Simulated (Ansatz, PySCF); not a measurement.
C2H8AsGa, SMILES [CH3][Ga]([AsH2])[CH3].

Geometry optimised at B3LYP-D3(BJ)/def2-SVP. The isomer is the one that the SMILES or the coordinates give; other isomers of the formula were not compared.

Vertical ionisation energy (IE) and electron affinity (EA) in eV. Rows of orbital energies are one-electron estimates. Where ΔSCF, EOM or ADC give a negative EA the extra electron is unbound and the value depends on the basis.

| level | IE | EA |
|---|---|---|
| −ε(HOMO), −ε(LUMO), HF/def2-TZVP (PySCF) | 8.89 | -1.86 |
| −ε(HOMO), −ε(LUMO), PBE/def2-TZVP (PySCF) | [?] | [?] |
| ΔSCF, CAM-B3LYP/def2-TZVPD (Ansatz), final states of multiplicity 2 and 2 | 8.67 | -0.52 |
| ΔSCF, PBE/def2-TZVPD (Ansatz), final states of multiplicity 2 and 2 | 8.43 | -0.36 |

Problem. Complete the blanks. (Estimate from the structure and the level; the computed values follow.)

Solution. 
- −ε(HOMO), −ε(LUMO), PBE/def2-TZVP (PySCF), IE: 5.67
- −ε(HOMO), −ε(LUMO), PBE/def2-TZVP (PySCF), EA: 1.76

Problem. What vertical singlet–triplet gap does ΔSCF give with CAM-B3LYP/def2-TZVPD (Ansatz, an electronic-structure program) and with PBE/def2-TZVPD (Ansatz)? (An estimate is asked for; the answer gives what the named calculation found.)

Solution. 4.16 and 3.86 eV (triplet above singlet where positive).
